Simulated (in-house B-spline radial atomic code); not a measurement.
## Ionising the sulfur ion S²⁺ with different functionals

Computed with an all-electron radial atomic-structure program (B-spline basis): scalar-relativistic (spin-free X2C) Hamiltonian, Fermi nucleus of rms radius 3.2611 fm, spin-polarised at highest spin, spherical fractional occupations for the functionals, and exact exchange of hybrids averaged over the configuration. The ionisation energy is the difference of two self-consistent energies, [Ne] 3s2 3p2 → [Ne] 3s2 3p1, without Breit or QED terms; ε is the level of the shell that loses the electron (its least bound occupied spin orbital).

```tsv
method	rung	ΔSCF (eV)	-ε(3p) (eV)
PBE0	global hybrid	34.95	30.61
B3LYP	global hybrid	34.90	30.18
TPSSh	global hybrid	35.04	29.78
BHandHLYP	global hybrid	34.74	31.93
r2SCAN0	global hybrid	35.09	30.85
B97-1	global hybrid	34.83	30.20
HSE06	range-separated hybrid	?	?
wB97X	range-separated hybrid	?	?
CAM-B3LYP	range-separated hybrid	34.89	31.98
LC-wPBE	range-separated hybrid	35.10	33.73
```

(1) What does HSE06 give?

(2) What does wB97X give?

(3) Among the functionals, which spreads more, the ΔSCF values or the orbital energies?

(4) How do they compare with the NIST value?

## Answers

(1) ΔSCF 34.94 eV, and -ε(3p) = 30.18 eV.

(2) ΔSCF 34.84 eV, and -ε(3p) = 33.13 eV.

(3) The orbital energies: ΔSCF values span about 0.36 eV and the orbital energies 3.95 eV; here energy differences depend much less on the functional than eigenvalues do.

(4) NIST lists 34.86 eV ± 0.04 (semi-empirical, ground level to ground level). Errors run from -0.12 to +0.24 eV; wB97X is closest (-0.02 eV), though others lie within the uncertainty of it, and part of that can be cancellation, since the calculations leave out spin-orbit coupling, Breit-QED terms, multiplet and fine-structure energies.
